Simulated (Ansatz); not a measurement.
Gas-phase electronic energies from Ansatz, PBE0-D4/def2-TZVP geometries. CCSD(T)/CBS adds triple-zeta CCSD(T) − MP2 to the extrapolated MP2 energy (def2 sets, frozen cores). This one scheme is used for every species. Functionals use def2-TZVPP. Open shells (•) are unrestricted, without spin–orbit coupling.

`CN([SiH3])[SiH3]` → `[CH3]`• + `[SiH3][N][SiH3]`•  (homolysis of the C–N bond)

| level | ΔE (kJ/mol) |
| --- | --- |
| r2SCANh | 353.5 |
| CAM-B3LYP | 370.3 |

**Question.** What does CCSD(T)/CBS give? (Best estimate.)

**Answer.** The calculation gave: +399.3 kJ/mol. The listed levels differ from it by -45.8, -29.0 kJ/mol.

**Question.** What do rigid-rotor, harmonic-oscillator terms from PBE0-D4/def2-TZVP frequencies (298.15 K, 1 bar) make of the CCSD(T)/CBS value? (An estimate is asked.)

**Answer.** Computed: ΔZPE = -30.5 kJ/mol, ΔH = +375.8 kJ/mol, ΔS = 184 J/(mol·K), ΔG = +321.0 kJ/mol. Open shells count their whole term as degenerate. Modes under 50 cm⁻¹ make the entropy rough.

Largest T1 diagnostic among the species: 0.018.

In def2-TZVPP, CCSD(T) changes the Hartree–Fock value by +145.6 kJ/mol (the triples alone add +13.0 kJ/mol) and MP2 by +181.2 kJ/mol; breaking electron pairs costs correlation energy, which Hartree–Fock lacks. Leaving LDA and LC-ωPBE aside and taking each functional with its dispersion term where it has one, the values, not all of them listed here, spread over 42.1 kJ/mol, from r2SCAN-D4 to PBE-QIDH. LDA lies +88.2 kJ/mol from PBE without D4, its usual overbinding. From BLYP to BHLYP (50 % exact exchange), in def2-TZVPP and without D4, ΔE moves by +10.4 kJ/mol.
